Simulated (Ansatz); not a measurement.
This geometry of F3H4NOZr (10 atoms, charge 0, multiplicity 1) is a first-order saddle point.

All numbers below come from RKS PBE-D4/def2-SVP (Ansatz).

```xyz
10
Properties=species:S:1:pos:R:3
Zr -0.200 0.060 0.050
N -0.230 -0.010 2.246
H 0.216 -0.814 2.709
H 0.060 0.824 2.776
F 1.678 -0.351 -0.038
F -0.317 1.818 -0.700
F -0.811 -1.419 -1.017
O -2.270 0.027 0.956
H -2.948 -0.662 0.833
H -1.632 -0.083 1.870
```

Q: Which two structures does it join? (They come from a converged band through this point; their orientation in space is the band's.)

A: Bonds broken: O8–H10. Bonds formed: N2–H10.

Initial state:

```xyz
10
Properties=species:S:1:pos:R:3
Zr -0.094 0.052 0.147
N -0.040 -0.043 2.230
H 0.379 -0.842 2.724
H 0.071 0.778 2.839
F 1.745 -0.266 -0.320
F -0.392 1.811 -0.562
F -0.837 -1.548 -0.651
O -2.395 0.158 0.895
H -2.891 -0.632 0.603
H -2.002 -0.077 1.781
```

Final state:

```xyz
10
Properties=species:S:1:pos:R:3
Zr -0.496 -0.140 -0.047
N -0.197 0.284 2.366
H 0.546 -0.288 2.790
H 0.016 1.267 2.583
F 0.978 -1.346 0.316
F -0.143 1.765 -0.092
F -0.774 -0.487 -1.926
O -2.256 -0.684 0.639
H -3.053 -1.031 0.206
H -1.075 0.049 2.850
```

Q: How far does it lie above each of them?

A: 1.9 kcal/mol above the first and 25.0 kcal/mol above the second. This is the barrier of this one path; another mechanism may lie lower. The orbitals stay closed-shell, which can raise the energy where a bond breaks towards radicals; this wasn't checked here.

Run time: 4.1 min on 4 threads of Arm Neoverse V2, with other jobs on the host, peak memory 0.18 GiB.
